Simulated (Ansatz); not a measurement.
C6H3ClSi, SMILES `C#C[Si](Cl)(C#C)C#C`. The species carries charge 0 and has multiplicity 1.

```json
{"atom": "C1", "x (Å)": "0.322", "y (Å)": "-1.959", "z (Å)": "2.079"}
{"atom": "C2", "x (Å)": "0.085", "y (Å)": "-1.321", "z (Å)": "1.085"}
{"atom": "Si3", "x (Å)": "-0.269", "y (Å)": "-0.358", "z (Å)": "-0.406"}
{"atom": "Cl4", "x (Å)": "-1.178", "y (Å)": "-1.568", "z (Å)": "-1.775"}
{"atom": "C5", "x (Å)": "-1.379", "y (Å)": "1.015", "z (Å)": "-0.007"}
{"atom": "C6", "x (Å)": "-2.116", "y (Å)": "1.929", "z (Å)": "0.261"}
{"atom": "C7", "x (Å)": "1.271", "y (Å)": "0.276", "z (Å)": "-1.113"}
{"atom": "C8", "x (Å)": "2.297", "y (Å)": "0.700", "z (Å)": "-1.582"}
{"atom": "H9", "x (Å)": "0.532", "y (Å)": "-2.525", "z (Å)": "2.958"}
{"atom": "H10", "x (Å)": "-2.769", "y (Å)": "2.738", "z (Å)": "0.497"}
{"atom": "H11", "x (Å)": "3.205", "y (Å)": "1.074", "z (Å)": "-1.998"}
```

Q: List the harmonic frequencies (cm⁻¹, unscaled) at PBE0-D4/def2-TZVP in Ansatz. (An estimate is asked.)

A: Computed: 84, 84, 101, 133, 133, 234, 311, 311, 387, 387, 391, 481, 644, 713, 713, 737, 738, 738, 739, 739, 740, 2172, 2174, 2174, 3465, 3465, 3465.

Q: Is this a minimum?

A: Yes, all 27 modes are real.

Q: Give the ideal-gas thermochemistry at 298.15 K and 1 bar (rigid rotor, harmonic oscillator; point group C3v, symmetry number 3).

A: Zero-point energy 158.3 kJ/mol; H(298) − E = 186.7 kJ/mol; entropy 401.0 J/(mol·K), of which translation 170.4, rotation 115.0, vibration 115.7; G(298) − E = 67.2 kJ/mol. Modes under 100 cm⁻¹ are hindered rotations or soft bends, so the harmonic entropy is rough.

Q: And at 400, 500, 600, 800 and 1000 K?

A: 
| T (K) | H − E (kJ/mol) | S (J/mol/K) | G − E (kJ/mol) |
| --- | --- | --- | --- |
| 400 | 203.0 | 447.9 | 23.9 |
| 500 | 220.7 | 487.2 | -22.9 |
| 600 | 239.4 | 521.4 | -73.4 |
| 800 | 279.3 | 578.6 | -183.6 |
| 1000 | 321.5 | 625.7 | -304.2 |

Q: Rotational constants (cm⁻¹)?

A: 0.04006, 0.04005, 0.03802.
